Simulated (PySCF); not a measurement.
Hf(Cl)3(NH2) (Cl3H2HfN), SMILES [NH2][Hf]([Cl])([Cl])[Cl], multiplicity 1.

The structure is a stationary point at B3LYP-D3(BJ)/def2-SVP. The multiplicity is an assumed one; no other spin state was optimised. The structure was generated by enumeration; whether it is a known compound was not checked. The def2 effective core potentials stand for the cores of Hf; spin–orbit coupling is left out. The values are those of a single conformer.

The numbers are results of TDDFT-PBE/def2-SVPD (PySCF), not measurements.

Vertical excitations. Isolated molecule, no solvent.

Question: Give excitation energies, oscillator strengths and character. (Estimate from the structure and the level; the computed values follow.)

Answer: 
```
state  energy (eV)  λ (nm)      f                                                main pairs
-----  -----------  ------  -----  --------------------------------------------------------
S1            4.30     288  0.004                                           HOMO→LUMO 100 %
S2            4.79     259  0.015                                          HOMO→LUMO+1 94 %
S3            5.03     246  0.000                                         HOMO→LUMO+2 100 %
S4            5.29     235  0.012                                          HOMO−1→LUMO 91 %
S5            5.47     227  0.000                                          HOMO−2→LUMO 95 %
S6            5.58     222  0.006                                          HOMO−3→LUMO 91 %
S7            5.63     220  0.005                      HOMO−1→LUMO+1 79 %, HOMO−4→LUMO 15 %
S8            5.78     215  0.007                      HOMO−4→LUMO 65 %, HOMO−3→LUMO+1 25 %
S9            5.81     213  0.008                        HOMO→LUMO+4 74 %, HOMO→LUMO+3 12 %
S10           5.89     211  0.007  HOMO−2→LUMO+1 51 %, HOMO−1→LUMO+2 23 %, HOMO→LUMO+5 14 %
T1            4.19     296      0                                           HOMO→LUMO 100 %
T2            4.47     278      0                                          HOMO→LUMO+1 96 %
T3            4.94     251      0                                          HOMO→LUMO+2 99 %
T4            5.08     244      0                                          HOMO−1→LUMO 97 %
```
Triplets are in the Tamm–Dancoff approximation, which puts them higher than full response would, so one can lie above its singlet here.
